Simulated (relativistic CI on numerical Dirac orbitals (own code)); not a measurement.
## d7 in a ligand field

Computed with a parametric ligand-field model of a d^n configuration (Racah B and C, spin-orbit zeta, crystal field), exact diagonalisation.

Field parameters in Wybourne normalisation: Oh B⁴₀ = 21Dq, B⁴₄ = √(5/14) B⁴₀; Td as Oh with Dq negative (B⁴₀ = 21Dq, B⁴₄ = √(5/14) B⁴₀). The field is a parameter set, without covalency.

Task: A d7 ion in Oh symmetry has the ground term 2E and bands at 4T1 30689 cm⁻¹ (326 nm), 2T1 37779 cm⁻¹ (265 nm), 2T2 38217 cm⁻¹ (262 nm), 2T1 41226 cm⁻¹ (243 nm), 2T2 49235 cm⁻¹ (203 nm), 4T2 68734 cm⁻¹ (145 nm), 4T1 74428 cm⁻¹ (134 nm). Which parameters reproduce them?

Result: B = 460, C = 1700, ζ = 0 cm⁻¹, Oh, 10Dq = 39250 cm⁻¹.

Task: Ground term and bands for B = 870, C = 4040, ζ = 0 cm⁻¹, Oh, 10Dq = 11650 cm⁻¹?

Result: Ground term 4T1 with 2.06 electrons in the two orbitals of the cubic e set. Spin-allowed: 4T2 10351 cm⁻¹ (966 nm), 4A2 22001 cm⁻¹ (455 nm), 4T1 22101 cm⁻¹ (452 nm). Lowest spin-forbidden: 2E 7057 cm⁻¹ (1417 nm), 2T1 16612 cm⁻¹ (602 nm), 2T2 17186 cm⁻¹ (582 nm).

Task: Ground term and bands for B = 370, C = 1510, ζ = 0 cm⁻¹, Td, 10Dq = -9550 cm⁻¹?

Result: Ground term 4A2 with 4.00 electrons in the two orbitals of the cubic e set. Spin-allowed: 4T2 9550 cm⁻¹ (1047 nm), 4T1 13279 cm⁻¹ (753 nm), 4T1 20921 cm⁻¹ (478 nm). Lowest spin-forbidden: 2E 7263 cm⁻¹ (1377 nm), 2T1 7595 cm⁻¹ (1317 nm), 2T2 11042 cm⁻¹ (906 nm). With an A2 ground term the first spin-allowed band lies at |10Dq| itself.

Task: A d7 ion in Oh symmetry has the ground term 2E and bands at 4T1 6335 cm⁻¹ (1578 nm), 2T1 16099 cm⁻¹ (621 nm), 2T2 16674 cm⁻¹ (600 nm), 2T1 19592 cm⁻¹ (510 nm), 4T2 23065 cm⁻¹ (434 nm), 2T2 27818 cm⁻¹ (359 nm), 4T1 29595 cm⁻¹ (338 nm). Which parameters reproduce them?

Result: B = 510, C = 2460, ζ = 0 cm⁻¹, Oh, 10Dq = 17850 cm⁻¹.

Task: A d7 ion in Oh symmetry has the ground term 2E and bands at 4T1 31354 cm⁻¹ (319 nm), 2T1 37749 cm⁻¹ (265 nm), 2T2 38183 cm⁻¹ (262 nm), 2T1 40628 cm⁻¹ (246 nm), 2T2 47576 cm⁻¹ (210 nm), 4T2 69485 cm⁻¹ (144 nm), 4T1 74167 cm⁻¹ (135 nm). Which parameters reproduce them?

Result: B = 380, C = 1590, ζ = 0 cm⁻¹, Oh, 10Dq = 39150 cm⁻¹.
